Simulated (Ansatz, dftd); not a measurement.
Reaction: CH5BN (SMILES B[N]C, doublet) → CH5BN (SMILES CN[BH], doublet)
Each species at its own B3LYP-D3(BJ)/def2-TZVP minimum (Ansatz, a quantum-chemistry and plane-wave program).

Wanted: isomerisation energy (electronic), in kJ/mol. Open shells are spin-unrestricted; no spin-orbit coupling. Correlated methods leave the cores frozen. Rows without X2C or -DK are non-relativistic. CBS(X,Y): correlation extrapolated as X^-3, Hartree-Fock from the larger set. A bracket is a step between two methods taken in the basis named. The functionals are non-relativistic, so their misses hold any scalar relativity. Double hybrids freeze cores in their MP2 part. '+ core + X2C': CCSD(T) terms for core correlation (cc-pwCVTZ) and scalar relativity (cc-pVTZ-DK). The UHF reference of CH5BN (B[N]C, doublet) is spin-contaminated (<S^2> up to 0.03 over the pure value in the sets run).

| level | program | isomerisation energy (kJ/mol) | difference against the last row |
|---|---|---|---|
| B3LYP-D4/def2-TZVPD | Ansatz + dftd4 | 3.3 | 19.0 |
| PBE0-D3(BJ)/def2-TZVPD | Ansatz + dftd3 | -7.6 | 8.1 |
| PBE0-D4/def2-TZVPD | Ansatz + dftd4 | -7.4 | 8.3 |
| PBE0/def2-TZVPD | Ansatz | -6.6 | 9.1 |
| r2SCANh-D4/def2-TZVPD | Ansatz + dftd4 | -2.9 | 12.8 |
| CAM-B3LYP-D4/def2-TZVPD | Ansatz + dftd4 | -1.7 | 14.0 |
| B2PLYP/def2-TZVPD | Ansatz | -6.8 | 8.9 |
| B2GP-PLYP-D3(BJ)/def2-TZVPD | Ansatz + dftd3 | -12.6 | 3.1 |
| MP2/aug-cc-pVTZ | Ansatz | -43.7 | -28.0 |
| MP2/cc-pVQZ | Ansatz | -43.3 | -27.6 |
| CCSD(T)/CBS(cc-pVTZ,cc-pVQZ) + core + X2C | Ansatz | -16.8 | -1.1 |
| CCSDT(Q)/cc-pVDZ | Ansatz | -11.9 | 3.8 |
| CCSD(T)/CBS(cc-pVTZ,cc-pVQZ) + [CCSDT(Q) - CCSD(T)]/cc-pVDZ + core + X2C | Ansatz | -15.7 | 0.0 |
